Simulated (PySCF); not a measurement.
In(F)(Cl)(vinyl) (C₂H₃ClFIn), SMILES C=[CH][In]([Cl])[F].

Geometry: B3LYP-D3(BJ)/def2-SVP. The structure was generated by enumeration; whether it is a known compound was not checked. The def2 effective core potentials stand for the cores of In; spin–orbit coupling is left out. The values are those of a single conformer.

Calculation: ωB97X/def2-TZVP run with PySCF.

Symmetry labels are those of the subgroup Cs that the program uses (full group Cs).

Computed valence orbital energies around the gap with their symmetry:
```tsv
orbital	symmetry	energy (eV)
HOMO−7	A'	-14.47
HOMO−6	A'	-13.18
HOMO−5	A"	-13.11
HOMO−4	A'	-12.70
HOMO−3	A"	-11.58
HOMO−2	A'	-11.50
HOMO−1	A"	-11.24
HOMO	A'	-11.07
LUMO	A"	-0.05
LUMO+1	A'	0.12
LUMO+2	A"	1.90
LUMO+3	A'	2.14
```
